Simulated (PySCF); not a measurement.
S₃, SMILES [S]S[S-], charge -1, multiplicity 2.

Geometry: PBE-D3(BJ)/def2-SVPD.

These are PySCF with PBE-D3(BJ)/def2-SVPD values and carry that method's errors.

Frequencies are harmonic and unscaled.

Computed normal modes with their intensities:
```tsv
mode	ν (cm⁻¹)	IR (km/mol)	moving atoms (share of kinetic energy)
1	211	0.1	S 100 %
2	498	0.4	S 100 %
3	521	165.7	S 100 %
```
